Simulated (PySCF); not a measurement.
Si(F)3(SeH) (F3HSeSi), SMILES F[Si](F)(F)[SeH]. Geometry: B3LYP-D3(BJ)/def2-SVP. This is a generated structure with no PubChem entry under its InChIKey; it may be hypothetical. One conformer was computed; it need not be the lowest.

### Question
Give the equilibrium geometry at B3LYP-D3(BJ)/def2-SVP (PySCF confirms it by a frequency run) as bond lengths and angles, and its point group. (An estimate is asked for; the answer gives what the named calculation found.)

### Answer
This is not unique; one that fits is point group Cs.
Atoms: F1 Si2 F3 F4 Se5 H6. Bonded distances (Å): F1–Si2 1.605, Si2–F3 1.605, Si2–F4 1.603, Si2–Se5 2.246, Se5–H6 1.477. Angles (°): F1–Si2–F3 105.8, F1–Si2–F4 108.3, F1–Si2–Se5 113.3, F3–Si2–F4 108.3, F3–Si2–Se5 113.3, F4–Si2–Se5 107.7, Si2–Se5–H6 91.2.
